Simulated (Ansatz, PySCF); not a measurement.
Gas-phase reaction in SMILES: B=N (BNH2) [iminoborane] + 2 [H][H] (H2) -> B (BH3) + N (NH3)
Each molecule is optimised on its own at B3LYP-D3(BJ)/def2-TZVP (Ansatz, a first-principles code).

Property: energy of full hydrogenation (enthalpy at 298 K, with B3LYP-D3(BJ) rigid-rotor harmonic-oscillator terms from PySCF), in eV. Valence correlation only, unless marked. Spin-orbit coupling is left out. No relativistic terms. Basis-set limits of correlation are two-point, X^-3; Hartree-Fock from the larger set.

| level | program | energy of full hydrogenation (eV) | minus last row |
|---|---|---|---|
| HF/cc-pVTZ | Ansatz | -0.37 | -0.42 |
| BP86-D4/def2-TZVPD | PySCF + dftd4 | 0.18 | 0.13 |
| PBE-QIDH/def2-TZVPD | Ansatz | -0.10 | -0.15 |
| MP2/aug-cc-pVTZ | Ansatz | 0.08 | 0.03 |
| MP2/CBS(def2-TZVPPD,def2-QZVPPD) | Ansatz | 0.14 | 0.09 |
| CCSD(T)/def2-TZVPPD | Ansatz | 0.00 | -0.05 |
| CCSD(T)/CBS(aug-cc-pVTZ,aug-cc-pVQZ) | Ansatz | 0.05 | 0.00 |
